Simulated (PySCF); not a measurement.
sulfur difluoride (F2S), SMILES FSF.

Geometry: r2SCAN-D4/def2-TZVP.

Two levels are set side by side: TDA-PBE/def2-TZVPD (PySCF) and ADC(2)/aug-cc-pVDZ (PySCF). Vertical, same geometry; the bases differ. Differences are taken from unrounded values.

```csv
quantity,ADC(2)
lowest singlet excitation (eV),3.62
```

### Question
What does TDA-PBE give, and how far is it from ADC(2)? (The exact figures need the calculation; the answer reports its results.)

### Answer

```tsv
quantity	TDA-PBE	TDA-PBE minus ADC(2)
lowest singlet excitation (eV)	3.20	-0.43
```

Functionals without exact exchange tend to place singlet excitations lower, as here. Differences between two approximate levels are no errors against the true value.

Rough cost on one machine, each run with all the roots and properties that it gave: ADC(2) against TDA-PBE about 3 times.
